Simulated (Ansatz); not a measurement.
Process, species as SMILES: C=CC[Se]C [3-methylselanylprop-1-ene] -> C=C(C)C[SeH]
Geometries: B3LYP-D3(BJ)/def2-TZVP minima from Ansatz (an electronic-structure program), one conformer each, not searched for the lowest.

Property: isomerisation energy (electronic energy difference), in kJ/mol. Cores are frozen in the correlated levels unless marked. No spin-orbit coupling. Frozen are the shells of the preceding noble gas and the d and f shells that filled before the atom's block. Non-relativistic. Basis-set limits of correlation are two-point, X^-3; Hartree-Fock from the larger set.

| level | program | isomerisation energy (kJ/mol) |
|---|---|---|
| HF/aug-cc-pVTZ | Ansatz | -10.9 |
| revPBE-D4/def2-TZVPD | Ansatz + dftd4 | -14.3 |

Task: Estimate the value at CCSD(T)/CBS(cc-pVTZ,cc-pVQZ) as computed with Ansatz.

Result: -14.4 kJ/mol
